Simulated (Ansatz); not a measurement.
A nudged elastic band was laid between two geometries of Cl4H2NTa + ClH (10 atoms, charge 0, multiplicity 1).

These are results of RKS PBE/def2-SVP (Ansatz 0.2.0), not measurements.

* movable images: 7
* climbing image: yes
* spring: 5.0 eV/Å²
* optimiser: quadratic models (default)
* start path: through a guess of the saddle point
* force threshold: 0.03 eV/Å
* iteration limit: 60
* end points: relaxed

Image 0:

```xyz
10
Properties=species:S:1:pos:R:3
Ta -0.052 0.254 0.026
N 1.929 0.011 0.220
H 2.435 0.273 1.074
H 2.558 -0.050 -0.588
Cl 0.028 0.682 2.331
Cl 0.367 -0.202 -2.235
Cl -0.966 2.322 -0.442
Cl -1.471 -1.546 0.270
Cl 2.224 -3.216 0.872
H 2.118 -1.928 0.612
```

Image 8:

```xyz
10
Properties=species:S:1:pos:R:3
Ta -0.018 -0.592 0.197
N 2.273 0.033 0.236
H 2.470 0.689 1.005
H 2.563 0.479 -0.646
Cl 0.146 -0.040 2.488
Cl 0.485 -0.970 -2.080
Cl -0.268 1.704 -0.289
Cl -2.239 -1.190 0.155
Cl 0.889 -2.717 0.698
H 2.868 -0.796 0.377
```

What changes between the two ends?

Bonds broken: Cl9–H10. Bonds formed: Ta1–Cl9, N2–H10. Cl4H2NTa + ClH becomes Cl5H3NTa.

Give the energies along the band, and the barrier.

It converged. The highest image is number 3 of 0 to 8, 1.9 kcal/mol above the first end and 35.1 kcal/mol above the last; the last end lies 33.2 kcal/mol below the first. A vibrational analysis at the climbing image gives one clearly imaginary mode, 67i cm⁻¹: a first-order saddle point. The orbitals stay closed-shell, which can raise the energy where a bond breaks towards radicals; this wasn't checked here.

```csv
image,path coordinate (Å),energy (kcal/mol),Cl9–H10 (Å),Ta1–Cl9 (Å),N2–H10 (Å)
0,0.00,0.0,1.32,4.24,1.99
1,0.42,0.4,1.32,3.96,1.95
2,0.84,1.3,1.33,3.64,1.89
3,1.27,1.9,1.36,3.26,1.76
4,1.70,-2.9,1.61,2.99,1.28
5,2.14,-19.1,1.91,2.65,1.07
6,2.58,-28.7,2.25,2.43,1.04
7,3.02,-32.1,2.55,2.38,1.03
8,3.46,-33.2,2.78,2.36,1.03
```

What is the geometry of the highest image?


```xyz
10
Properties=species:S:1:pos:R:3
Ta 0.049 -0.002 0.091
N 2.091 0.118 0.203
H 2.579 0.474 1.033
H 2.691 0.155 -0.629
Cl 0.194 0.272 2.413
Cl 0.495 -0.597 -2.130
Cl -0.820 2.063 -0.361
Cl -1.765 -1.451 0.248
Cl 1.542 -2.824 0.734
H 2.112 -1.609 0.537
```

What are the harmonic wavenumbers there?

67i, 61, 64, 94, 113, 130, 140, 141, 183, 256, 341, 364, 375, 396, 438, 524, 585, 677, 698, 778, 1444, 2121, 3440, 3550 cm⁻¹.

Run time: 4.8 min on 4 threads of Arm Neoverse V2, with other jobs on the host, peak memory 0.26 GiB.
